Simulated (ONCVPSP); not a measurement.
Before and after: ONCV potential for zinc

ONCVPSP 4.0.1 input, shortened (lines: element, Z, core and valence counts, functional; n l f; lmax; l rc ep ncon nbas qcut; lloc lpopt rc5 dvloc0; l nproj debl; icmod fcfact rcfact), PBE, scalar-relativistic:

```
  Zn 30.00    3    4        4      upf
    1    0    2.00
    2    0    2.00
    2    1    6.00
    3    0    2.00
    3    1    6.00
    3    2   10.00
    4    0    2.00
    2
    0    1.10    0.00    4    9   13.30
    1    0.65    0.00    3    7   11.00
    2    0.95    0.00    3    8   13.70
    4    5    0.40    4.00
    0    2    2.20
    1    1    3.20
    2    2    1.70
    3    5.00    1.80
```

Change: d: qcut 15.4.

Cutoffs: the cutoffs (Ha) at which the residual kinetic energy of the hardest occupied pseudo-wave falls to 1 and 0.1 mHa per electron; they do not see the model core or the augmentation charge, which bear on the density cutoff. Errors are all-electron minus pseudo energies relative to the spin-unpolarised reference configuration.

Task: What does the change do?

Result: The potential gets neither clearly harder nor softer (126 Ha and 390 Ha → 126 Ha and 390 Ha); of the 4 tests that both files solve, the error grows in 0 and shrinks in 3 by more than 15 % and 0.3 meV (median size 18.5 → 9.5 meV); neither file shows a bound ghost.

```csv
quantity,base,changed
"cutoff, loose",126 Ha,126 Ha
"cutoff, tight",390 Ha,390 Ha
loose cutoff by channel,"s 55 Ha, p 126 Ha, d 84 Ha","s 55 Ha, p 126 Ha, d 96 Ha"
bound ghosts,none,none
GHOST(+) flags under 300 eV,s at 215.4 eV,s at 215.4 eV
"error for 3s2 3p6 3d10 4s1, meV [ΔE 9.89 eV]",-63,-23
"error for 3s2 3p6 3d10 4s0, meV [ΔE 28.33 eV]",+0.6,+0.4
"error for 3s2 3p6 3d9 4s0, meV [ΔE 68.86 eV]",-15,-9.9
"error for 3s2 3p5 3d10 4s2, meV [ΔE 92.03 eV]",-22,-9.1
s: phases at 1.12 bohr within 0.05 rad from the reference energy up to (Ha; the scan ends near 5),to the end of the scan,to the end of the scan
p: phases at 0.66 bohr within 0.05 rad from the reference energy up to (Ha; the scan ends near 5),to the end of the scan,to the end of the scan
d: phases at 0.96 bohr within 0.05 rad from the reference energy up to (Ha; the scan ends near 5),to the end of the scan,to the end of the scan
"rms error of d²Exc/dni dnj with the model core, mHa",3.52,3.43
```
